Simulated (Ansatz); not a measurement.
Molecule: CH3Cd (charge +1, singlet). SMILES: [CH3][Cd+]
Structure (B3LYP-D3(BJ)/def2-TZVP (Ansatz, a quantum-chemistry and plane-wave program) minimum search):
```
C
H 1 1.0845
H 1 1.0845 2 115.26
H 1 1.0845 2 115.26 3 -138.11
Cd 1 2.2011 2 102.77 4 -110.94
```
Charge +1, spin multiplicity 1.

Wanted: vertical electron affinity (to the doublet state of charge +0; a negative value means that the extra electron is unbound and the number depends on the basis; each state is the SCF solution reached for its spin; the molecule has degenerate orbitals, so one determinant may break the symmetry; for the singlet the Hartree-Fock reference is unstable and T1 is 0.017), in eV. Cores are frozen in the correlated levels unless marked. UHF or UKS for open shells. No spin-orbit coupling. Frozen are the shells of the preceding noble gas and the d and f shells that filled before the atom's block. In def2 rows, elements after Kr have scalar-relativistic effective core potentials. CBS(X,Y): correlation extrapolated as X^-3; Hartree-Fock from the larger set. [CCSD(T)-MP2]/basis is that difference in the basis named.

```tsv
level	program	vertical electron affinity (eV)
SVWN5/def2-TZVPD	Ansatz	…
PBE/def2-TZVPD	Ansatz	6.96
r2SCAN/def2-TZVPD	Ansatz	…
B3LYP/def2-TZVPD	Ansatz	…
PBE0/def2-TZVPD	Ansatz	6.98
CAM-B3LYP/def2-TZVPD	Ansatz	…
wB97M-V/def2-TZVPD	Ansatz	6.92
wB97X-V/def2-TZVPD	Ansatz	6.93
wB97X/def2-TZVPD	Ansatz	6.96
SCS-MP2/def2-SVPD	Ansatz	6.62
SCS-MP2/def2-TZVPPD	Ansatz	6.70
RI-MP2/CBS(def2-TZVPPD,def2-QZVPPD)+[CCSD(T)-MP2]/def2-TZVPPD	Ansatz	6.96
```

### Question
What belongs in the gaps?

### Answer

- SVWN5/def2-TZVPD, vertical electron affinity (eV): 7.17
- r2SCAN/def2-TZVPD, vertical electron affinity (eV): 7.08
- B3LYP/def2-TZVPD, vertical electron affinity (eV): 7.06
- CAM-B3LYP/def2-TZVPD, vertical electron affinity (eV): 7.12
